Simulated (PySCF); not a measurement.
# Structure from 2D NMR

Compound of formula C₅H₄F₄O₂. Correlations simulated from computed shifts and the bond graph:

HSQC (one-bond C–H):
```
  δH     δC
6.46  142.3
6.11  133.5
5.26   81.3
5.24   81.3
```

COSY cross peaks (H two or three bonds apart, from the bond graph; peaks can be absent where the dihedral angle is near 90°):
```
  δH    δH
6.46  6.11
6.46  5.26
6.46  5.24
5.26  5.24
```

HMBC (two and three bonds, from the bond graph):
```
  δH                   δC
6.46   137.1, 133.5, 81.3
6.11   142.3, 137.1, 81.3
5.26  142.3, 137.1, 133.5
5.24  142.3, 137.1, 133.5
```

Carbons without hydrogens: δ 137.1, 129.4.

In vacuum, no relativistic terms, fast rotation and ring inversion assumed for equivalent nuclei, single conformer. Geometry: GFN2-xTB; NMR shieldings at PBE0/pcSseg-1/GIAO; PySCF 2.14.0 with density-fitted response routines.

Shifts are taken against calculated references (same method and geometry level): 1H and 13C vs TMS.

Exchangeable hydrogens are left out of these lists.

Task: Work out the connectivity.

Result: `FC(F)(F)O[C@@]1(F)C=CCO1`.

Numbering as in the mapped SMILES `[F:1][C:2]([F:3])([F:4])[O:5][C@@:6]1([F:7])[CH:8]=[CH:9][CH2:10][O:11]1`. Each H is labelled by its parent atom. Ha(C10) is pro-R; Hb(C10) is pro-S.

- δC 142.3 is C9, an alkene CH (δH 6.46).
- δC 137.1 is C6, an sp3 carbon bearing two oxygens.
- δC 133.5 is C8, an alkene CH (δH 6.11).
- δC 129.4 is C2, a CF3 carbon.
- δC 81.3 is C10, an allylic sp3 CH2 bonded to O (δH 5.24, 5.26).
- HMBC from δH 6.46 reaches the proton-free carbon C6.
- HMBC from δH 6.11 reaches the proton-free carbon C6.
- HMBC from δH 5.26 reaches the proton-free carbon C6.
- HMBC from δH 5.24 reaches the proton-free carbon C6.
- COSY links 6.46–6.11, 6.46–5.26, 6.46–5.24, 5.26–5.24.

The data come from this structure; uniqueness wasn't tested.

Shifts are as computed. Against solution values, carbons near 30 ppm lie about +3 ppm off and those near 130 ppm about +5 ppm. Of 1211 compounds with measured shifts, 218 miss one by over three times the rms of a fit or turn the order of signals round; such compounds aren't used in these exercises.
